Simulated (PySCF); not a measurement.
**How methods differ on the ionisation energy of C²⁺**

C²⁺ [He] 2s2 (1S) → C³⁺ [He] 2s1 (2S), as a difference of total energies. All numbers are calculated (PySCF 2.14, scalar relativity by spin-free X2C-1e, in x2c-TZVPPall). Correlated levels: valence: 1s2 frozen. The calculations carry no spin-orbit coupling.

Problem. Order these methods by the ionisation energy they give, lowest first.
A. MP2 (valence)
B. UHF
C. SCS-MP2 (valence)
D. CCSD (valence)

Solution. B (45.795 eV), A (46.952 eV), C (47.183 eV), D (47.771 eV).

Errors of the correlated levels include the incompleteness of this basis and the frozen core.

With two correlated electrons CCSD is exact in that space.

The coupled-cluster amplitudes are large for C²⁺ (T1 above 0.03 or a double amplitude above 0.15), so a single reference is strained.

For comparison: 47.888 eV (measured; NIST Atomic Spectra Database, ionization energies).
